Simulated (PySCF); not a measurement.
F₄Ti (SMILES [F][Ti]([F])([F])[F]), singlet, at a GFN2-xTB geometry (such geometries of metal compounds can be far from the true shape), with bond 5-1 at 1.3 times its length. Base run: M062X/STO-3G run with PySCF.

The PySCF input:
```python
from pyscf import gto, scf, dft

mol = gto.M(
    atom='''
Ti   -0.00000000    0.00000000   -0.00000000
F     1.09605918    0.78825549   -1.02006553
F     0.83942245   -1.05573028    1.02177770
F    -1.10669132   -0.87768495   -0.93173471
F    -1.07742740    1.48870766    1.20902930
''',
    basis='sto-3g',
    verbose=4,
)

mf = dft.RKS(mol)
mf.xc = 'm062x'
mf.kernel()
```

The base run was repeated with changes; each row names its change, and settings that it needs were set with it.

```tsv
change	ΔE vs base (µEh)	SCF cycles	outcome
base	0.0	10	converged
conv_tol = 1e-7	0.0	9	converged
diis_space = 12	0.0	10	converged
DIIS = EDIIS	-	50	not converged
DIIS = ADIIS	0.0	15	converged
solver = newton; init_guess = 1e	0.0	-	converged
level_shift = 0.3 (with mf.max_cycle = 100)	0.0	14	converged
level_shift = 0.5 (with mf.max_cycle = 100)	0.0	17	converged
conv_tol = 1e-12	0.0	12	converged
init_guess = sap	0.0	9	converged
init_guess = vsap	0.0	10	converged
conv_tol = 1e-6	0.0	9	converged
diis = off; damp = 0.3 (with mf.diis_start_cycle = 200; with mf.max_cycle = 150)	0.0	29	converged
```
